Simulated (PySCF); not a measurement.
# Computed records: GeH$_{4}$NOSi

All values are calculated (PySCF 2.14.0). Calculation on a computer-drawn molecule: optimised geometry and harmonic frequencies of an isolated molecule of the commonest isotopes, restricted reference for singlets and unrestricted otherwise, frozen core in MP2; on germanium a core potential holds 10 electrons, which the energies leave out, and 3d is frozen in MP2 and coupled-cluster steps.

```json
{"formula": "GeH4NOSi", "start_structure": {"atoms_angstrom": [["O", 2.5394, -1.1917, -2.6512], ["Ge", 1.3451, 0.1701, -2.9898], ["N", 1.9909, 1.6307, -2.1792], ["Si", 2.8007, 1.8585, -0.6544], ["H", 2.4524, -1.9533, -3.0903], ["H", 1.7739, 0.5275, -4.5597], ["H", 3.8276, 2.862, -0.6434], ["H", 2.5217, 1.2284, 0.6525]]}, "given": {"charge": 0, "multiplicity": 2, "method": "HF", "basis": "cc-pV(D+d)Z", "basis_and_core_potential_on_germanium": "cc-pVDZ-PP ECP10MDF", "drawn_bonds_atom": [1, 2, 3, 1, 2, 4, 4], "drawn_bonds_other_atom": [2, 3, 4, 5, 6, 7, 8], "drawn_bonds_order": [1, 2, 1, 1, 1, 1, 1]}, "results": {"rotational_constants [GHz]": null}}
```

## Withheld values
1. Give the missing rotational constants for GeH$_{4}$NOSi.
2. Give the table of modes values for GeH$_{4}$NOSi.

Calculated values
1. 8.814, 2.022, 1.662 GHz
2. 
Modes:
```tsv
frequency (cm⁻¹)	reduced mass (dalton)
84.7	4.328
102.2	2.399
215.2	1.08
250	1.658
284.4	4.138
557.1	4.896
691	1.621
706.6	3.078
726	1.164
749.8	1.115
767.4	1.339
918	1.128
1079	1.056
1285	13.43
2098	1.021
2354	1.044
2366	1.04
4152	1.067
```

Further results for GeH$_{4}$NOSi:

```
total energy                                  : -713.9235 hartree
spin squared                                  : 0.7758
convergence status largest gradient component : 1.567e-05 hartree/bohr
```

Optimised structure:
```xyz
8
GeH4NOSi
O      2.2688    -1.1926    -2.4384
Ge     1.5616     0.2921    -3.1625
N      2.1310     1.6788    -2.1691
Si     2.8278     1.8734    -0.7719
H      2.0358    -2.0000    -2.8737
H      2.0581     0.4292    -4.6220
H      3.0661     3.2215    -0.2321
H      3.3024     0.8298     0.1542
```
